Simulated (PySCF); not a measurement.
Working out the ionisation energy of W

W [Xe] 4f14 5d4 6s2 (5D) → W⁺ [Xe] 4f14 5d4 6s1 (6D). Calculation: PySCF 2.14, in def2-QZVPPD with the def2 core potential (60 electrons); a scalar-relativistic core potential. Frozen: nothing. Energies in hartree (1 hartree = 27.21139 eV):

```csv
part,W (lower),W⁺ (upper)
UHF,-66.319769,-66.103924
CCSD correlation,-0.379472,-0.322777
(T),-0.015797,-0.008406
```

**Question.** What does Hartree-Fock give?

**Answer.** (-66.103924) − (-66.319769) = 0.215845 hartree = 5.873 eV.

**Question.** What do CCSD and CCSD(T) give?

**Answer.** The CCSD correlation energies differ by 0.056695 hartree = 1.543 eV and the triples by 0.007391 hartree = 0.201 eV, so CCSD gives 7.416 eV and CCSD(T) 7.617 eV.

Measured between the centres of the two terms (NIST): 7.825 eV, so CCSD(T) (valence and next inner shell) is off by -0.208 eV.

What remains against the reference includes basis incompleteness and higher excitations.
